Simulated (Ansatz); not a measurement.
Reaction (hydrogenolysis of a Ge–S bond): `[SiH3][GeH2][SH]` + H₂ → `[SiH3][GeH3]` + H₂S

Computed with Ansatz on PBE0-D4/def2-TZVP structures; ΔE is electronic, products minus reactants. CCSD(T)/CBS is the MP2 limit (def2-TZVPP, def2-QZVPP) plus CCSD(T) − MP2 in def2-TZVPP, frozen cores. This one scheme is used for every species. Functionals use def2-TZVPP. B3LYP here is the variant with VWN-RPA as its local correlation; programs differ in this. HSE06 is defined as in plane-wave codes. For Ge outer-core shells are correlated without core-valence functions, which leaves a few kJ/mol of doubt a bond. Scalar relativity is left out up to krypton. Each species was taken in one conformer, which may not be the lowest.

Is it downhill or uphill in electronic energy at CCSD(T)/CBS, and by how much? (Best estimate.)

The calculation gave: Uphill: ΔE = +5.7 kcal/mol.

What do these levels give: revPBE-D4, BLYP-D4, B3LYP-D4, CAM-B3LYP-D4, revPBE, HSE06, MP2/def2-SVP, CCSD(T)/def2-SVP, MP2/def2-TZVPP, CCSD/def2-TZVPP, CCSD(T)/def2-TZVPP, MP2/def2-QZVPP? (Best estimate.)

Ansatz gave: revPBE-D4 7.4, BLYP-D4 6.5, B3LYP-D4 5.7, CAM-B3LYP-D4 3.9, revPBE 5.0, HSE06 4.7, MP2/def2-SVP 3.8, CCSD(T)/def2-SVP 1.9, MP2/def2-TZVPP 7.2, CCSD/def2-TZVPP 3.8, CCSD(T)/def2-TZVPP 4.9, MP2/def2-QZVPP 7.6 kcal/mol.

Largest T1 diagnostic among the species: 0.012.

Leaving LDA and LC-ωPBE aside and taking each functional with its dispersion term where it has one, the values spread over 3.5 kcal/mol, from CAM-B3LYP-D4 to revPBE-D4. LDA lies −0.9 kcal/mol from PBE without D4. The D4 term adds +2.3 kcal/mol with B3LYP and +1.2 kcal/mol with PBE0; it sums over pairs of atoms, weighted by their polarisabilities, and B3LYP, whose exchange is more repulsive, gets the larger term. In def2-TZVPP, CCSD(T) changes the Hartree–Fock value by +3.3 kcal/mol (the triples alone add +1.1 kcal/mol) and MP2 by +5.6 kcal/mol.
